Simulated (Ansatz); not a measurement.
Geometry optimisation, RKS PBE0/6-31G* in Ansatz 0.2.0.

input.yaml

```yaml
crystal:
  periodic: [false, false, false]
  atoms:
    - { symbol: "N", position_ang: [-1.9074, 0.6486, -0.4771] }
    - { symbol: B, position_ang: [-0.9579, -0.4503, -0.6247] }
    - { symbol: "N", position_ang: [-0.9774, -1.2887, -1.9076] }
    - { symbol: Si, position_ang: [0.3692, -0.8228, 0.8214] }
    - { symbol: Si, position_ang: [1.5819, 0.9513, 1.1548] }
    - { symbol: H, position_ang: [-1.7222, 1.4089, -1.2297] }
    - { symbol: H, position_ang: [-1.7735, 1.1651, 0.4352] }
    - { symbol: H, position_ang: [-0.6472, -0.6363, -2.6868] }
    - { symbol: H, position_ang: [-0.1774, -1.982, -1.773] }
    - { symbol: H, position_ang: [1.1447, -1.9781, 0.4871] }
    - { symbol: H, position_ang: [-0.4674, -1.143, 2.0706] }
    - { symbol: H, position_ang: [2.3461, 1.2742, -0.0392] }
    - { symbol: H, position_ang: [0.6802, 2.1302, 1.5128] }
    - { symbol: H, position_ang: [2.4954, 0.6936, 2.285] }
basis:
  gaussian: { orbitals: "6-31G*" }
hamiltonian:
  xc: pbe0
relax:
  f_tol: 0.015
  max_steps: 40
```

Run as:

```bash
$ ansatz run input.yaml --threads 2 --pin off --max-ram 3072MiB --backend cpu --events-out ev --progress --plain --runs-dir out
```

**Question.** Where does it end, and by what steps?

**Answer.** It converged. After 9 steps the energy has fallen by 1.564 eV; H8 moved furthest, 0.87 Å.

| step | energy less start (eV) | largest force component (eV/Å) | accepted |
| --- | --- | --- | --- |
| 0 | 0.0000 | 2.791 | yes |
| 1 | -0.8988 | 1.728 | yes |
| 2 | -1.1110 | 1.693 | yes |
| 3 | -1.4007 | 0.752 | yes |
| 4 | -1.5080 | 0.363 | yes |
| 5 | -1.5306 | 0.137 | yes |
| 6 | -1.5604 | 0.045 | yes |
| 7 | -1.5620 | 0.039 | yes |
| 8 | -1.5626 | 0.049 | yes |
| 9 | -1.5638 | 0.009 | yes |

```xyz
14
Properties=species:S:1:pos:R:3
N -1.624 0.815 -0.683
B -0.838 -0.360 -0.762
N -0.859 -1.198 -1.900
Si 0.376 -0.839 0.797
Si 1.692 0.994 1.417
H -2.258 1.117 -1.408
H -1.618 1.425 0.118
H -1.426 -1.026 -2.719
H -0.303 -2.034 -1.970
H 1.289 -1.982 0.468
H -0.393 -1.258 2.012
H 2.554 1.445 0.286
H 0.817 2.150 1.786
H 2.579 0.720 2.586
```

Run time: 39 s on 2 threads of Arm Neoverse V1, with other jobs on the host, peak memory 0.23 GiB.
